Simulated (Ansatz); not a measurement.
Geometry optimisation, UHF/6-31G* in Ansatz 0.2.0.

input.yaml

```yaml
crystal:
  periodic: [false, false, false]
  atoms:
    - { symbol: B, position_ang: [-0.554748, -0.085615, -0.127522] }
    - { symbol: H, position_ang: [-0.056762, 0.035013, 2.213054] }
    - { symbol: O, position_ang: [0.725341, -0.430994, -0.248005] }
    - { symbol: H, position_ang: [1.176211, -0.471713, 0.591775] }
    - { symbol: C, position_ang: [-1.5568, 0.06975, -1.335923] }
    - { symbol: H, position_ang: [-2.326265, -0.697859, -1.285008] }
    - { symbol: H, position_ang: [-2.070149, 1.025646, -1.292235] }
    - { symbol: H, position_ang: [-1.051823, -0.014701, -2.293693] }
    - { symbol: O, position_ang: [0.803056, -0.207279, 2.600917] }
    - { symbol: H, position_ang: [0.634439, -0.975248, 3.133139] }
magnetization:
  spin_polarized: true
  initial_magnetization: 1
basis:
  gaussian: { orbitals: "6-31G*" }
hamiltonian:
  xc: hf
relax:
  f_tol: 0.03
  max_steps: 50
```

Launched with:

```bash
$ ansatz run input.yaml --threads 1 --pin off --max-ram 2048MiB --backend cpu --events-out ev --progress --plain --runs-dir out
```

Task: Where does it end, and by what steps?

Result: The run converged. The force dipped under the threshold on the way, but the program's further checks kept it going. After 19 steps the energy has fallen by 0.076 eV; H2 moved furthest, 0.99 Å.

```
step  energy less start (eV)  largest force component (eV/Å)  accepted
   0                  0.0000                           0.975       yes
   1                 -0.0117                           1.457       yes
   2                 -0.0236                           1.331       yes
   3                 -0.0327                           1.450       yes
   4                 -0.0394                           1.122       yes
   5                 -0.0657                           0.371       yes
   6                 -0.0678                           0.498       yes
   7                 -0.0711                           0.116       yes
   8                 -0.0546                           1.016        no
   9                 -0.0723                           0.154       yes
  10                 -0.0741                           0.039       yes
  11                 -0.0749                           0.015       yes
  12                 -0.0741                           0.316        no
  13                 -0.0754                           0.059       yes
  14                 -0.0751                           0.167        no
  15                 -0.0757                           0.046       yes
  16                 -0.0757                           0.054       yes
  17                 -0.0758                           0.051       yes
  18                 -0.0759                           0.034       yes
  19                 -0.0759                           0.016       yes
```

```xyz
10
Properties=species:S:1:pos:R:3
B -0.842 0.009 -0.222
H 0.363 0.191 3.097
O 0.434 -0.361 -0.112
H 0.764 -0.352 0.784
C -1.611 0.062 -1.603
H -2.394 -0.694 -1.625
H -2.105 1.020 -1.745
H -0.945 -0.114 -2.444
O 1.047 -0.333 2.700
H 1.010 -1.180 3.127
```

Whether the end is a true minimum wasn't checked by a vibrational analysis.

Time of the run: 24 s on 1 thread of Arm Neoverse V2, on a shared host, peak memory 0.13 GiB.
